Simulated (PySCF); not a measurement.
Delta-SCF ions had no search for a lower state. Excitations are Tamm–Dancoff values on a coarser integration grid. The basis has no diffuse functions, so Rydberg states are missing or too high.

**C₂H₁₀Si₂, SMILES `[SiH2](C)[SiH2]C` (C–Si–Si–C torsion 180°) (charge 0, multiplicity 1)**

All values below come from TPSSh-D3(BJ)/def2-TZVP in PySCF.

The HOMO comes out as -7.18 eV. The dipole moment is 0.00 D and the HOMO–LUMO gap is 6.95 eV. The LUMO comes out as -0.23 eV. The S1 excitation (TDA) comes out as 6.66 eV and the S1 oscillator strength is 0.041. The brightest of the four lowest singlets (TDA) comes out as 7.70 eV, the T1 excitation (TDA) is 5.81 eV and the S1–T1 gap (TDA) is 0.84 eV. The vertical ionisation energy (Delta-SCF) is 9.55 eV and the total energy is -17996.04 eV. The cost comes out as very roughly 14 core-minutes.

```xyz
14

C      2.5135    -0.4728     0.0341
Si     0.9651     0.6014    -0.0038
Si    -0.9651    -0.6014     0.5709
C     -2.5135     0.4728     0.5330
H      3.3987     0.1084    -0.2367
H      2.6732    -0.8895     1.0318
H      2.4262    -1.3054    -0.6685
H      0.7910     1.1822    -1.3627
H      1.1250     1.7445     0.9353
H     -0.7910    -1.1822     1.9297
H     -1.1250    -1.7445    -0.3683
H     -2.6732     0.8895    -0.4647
H     -2.4262     1.3054     1.2356
H     -3.3987    -0.1084     0.8037
```
Charge 0, spin multiplicity 1.
